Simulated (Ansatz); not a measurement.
C₃H₉FTi (`[CH3][Ti]([CH3])([CH3])[F]`), relaxed with RKS PBE0-D4/def2-TZVP in Ansatz 0.2.0 from a PBE-D4/def2-SVP geometry. The force threshold is 0.005 eV/Å; the program also tests the step.

Charge 0, multiplicity 1.

Start:

```xyz
14

C    -0.505    0.661    1.749
Ti   -0.037   -0.573    0.161
C    -1.343   -0.160   -1.384
C     1.871   -0.107   -0.474
F    -0.140   -2.258    0.630
H    -0.116    1.681    1.530
H    -1.610    0.713    1.861
H    -0.061    0.296    2.699
H    -2.330   -0.647   -1.232
H    -1.482    0.942   -1.442
H    -0.905   -0.520   -2.341
H     1.844    0.892   -0.964
H     2.257   -0.859   -1.196
H     2.555   -0.062    0.403
```

(1) How much energy does the relaxation release, and in how many steps? (An estimate is asked.)

(2) Which bonds change most? (Estimate.)

(3) Give the relaxed structure. (Estimate.)

Answers

(1) The calculation gave: 4.28 kJ/mol, in 7 steps.

(2) The calculation gave: C4–H12 from 1.113 to 1.096 Å; C3–H10 from 1.113 to 1.096 Å; C4–H14 from 1.113 to 1.096 Å; C1–H6 from 1.113 to 1.096 Å.

(3) Computed: 
```xyz
14

C    -0.506    0.652    1.737
Ti   -0.038   -0.580    0.158
C    -1.331   -0.143   -1.382
C     1.863   -0.101   -0.467
F    -0.148   -2.276    0.619
H    -0.177    1.672    1.511
H    -1.590    0.657    1.893
H    -0.019    0.315    2.658
H    -2.317   -0.583   -1.205
H    -1.435    0.944   -1.469
H    -0.931   -0.537   -2.323
H     1.841    0.864   -0.985
H     2.258   -0.863   -1.146
H     2.528   -0.022    0.401
```
